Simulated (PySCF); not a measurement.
Excitation energy of F²⁺ by level of theory

F²⁺ [He] 2s2 2p3 (4S) → F²⁺ [He] 2s2 2p2 3s1 (4P), as a difference of total energies. Computed with PySCF 2.14 in aug-cc-pwCVDZ, with no relativity, point nucleus. Correlated levels: valence and next inner shell: nothing frozen. The calculations carry no spin-orbit coupling.

```
                                method  excitation energy (cm⁻¹)
                                   UHF                    317180
    MP2 (valence and next inner shell)                    317840
SCS-MP2 (valence and next inner shell)                    316480
   CCSD (valence and next inner shell)                    315720
CCSD(T) (valence and next inner shell)                    315570
  CCSDT (valence and next inner shell)                    315540
```

A first-order spin-orbit estimate (lowest level to lowest level, LS coupling) adds -0.041 eV.

The promoted electron is Rydberg-like, and one or two diffuse shells describe it only roughly, which tends to raise the upper state.
